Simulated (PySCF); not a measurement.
## Excitation energy of F²⁺ by level of theory

F²⁺ [He] 2s2 2p3 (4S) → F²⁺ [He] 2s1 2p3 3s1 (6S), as a difference of total energies. Calculation: PySCF 2.14, in aug-cc-pVTZ with one added diffuse shell each of s, p, d, f type (6s5p4d3f, 62 functions); no relativity, point nucleus. Correlated levels: valence: 1s2 frozen. The calculations carry no spin-orbit coupling.

```json
{"method": "UHF", "excitation energy (cm⁻¹)": "374040"}
{"method": "LDA", "excitation energy (cm⁻¹)": "392040"}
{"method": "PBE", "excitation energy (cm⁻¹)": "391330"}
{"method": "PBE0", "excitation energy (cm⁻¹)": "391030"}
{"method": "r2SCAN", "excitation energy (cm⁻¹)": "387860"}
{"method": "HSE06", "excitation energy (cm⁻¹)": "390940"}
{"method": "M06", "excitation energy (cm⁻¹)": "397000"}
{"method": "B2PLYP", "excitation energy (cm⁻¹)": "397170"}
{"method": "CAM-B3LYP", "excitation energy (cm⁻¹)": "399010"}
{"method": "MP2 (valence)", "excitation energy (cm⁻¹)": "388540"}
{"method": "SCS-MP2 (valence)", "excitation energy (cm⁻¹)": "392340"}
```

The promoted electron is Rydberg-like, and one or two diffuse shells describe it only roughly, which tends to raise the upper state.
